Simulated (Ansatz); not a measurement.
CH6BNSi can be A, `[SiH3]N1BC1`, or B, `B1CN[SiH2]1`.

Program: Ansatz. Geometries: PBE0-D4/def2-TZVP. ΔE: electronic, gas phase. CCSD(T)/CBS is the MP2 limit (def2-TZVPP, def2-QZVPP) plus CCSD(T) − MP2 in def2-TZVPP, frozen cores. DFT in def2-TZVPP.

Q: Which isomer does CCSD(T)/CBS put lower? Give the gap. (Estimate.)

A: Ansatz gave: A, by 91.2 kJ/mol.

Q: Give E(B) − E(A) in kJ/mol with ωB97M-V, PBE-D4, CCSD/def2-TZVPP, CCSD(T)/def2-SVP, r2SCAN-D4, BLYP-D4, CCSD(T)/def2-TZVPP. (An estimate is asked.)

A: Ansatz gave: ωB97M-V 94.6, PBE-D4 88.7, CCSD/def2-TZVPP 92.3, CCSD(T)/def2-SVP 109.9, r2SCAN-D4 96.3, BLYP-D4 102.8, CCSD(T)/def2-TZVPP 93.8. None reverses the order clearly.

Q: Does the order hold for the free energy at 298.15 K (harmonic terms from PBE0-D4)? (Estimate.)

A: The calculation gave: Yes: G(B) − G(A) = +96.9 kJ/mol.

Largest T1 diagnostic: 0.013.

Leaving LDA and LC-ωPBE aside and taking each functional with its dispersion term where it has one, the values spread over 17.6 kJ/mol, from PBE0-D4 to BLYP-D4. LDA lies −6.1 kJ/mol from PBE without D4. From BLYP to BHLYP (50 % exact exchange), in def2-TZVPP and without D4, E(B) − E(A) moves by −8.4 kJ/mol.
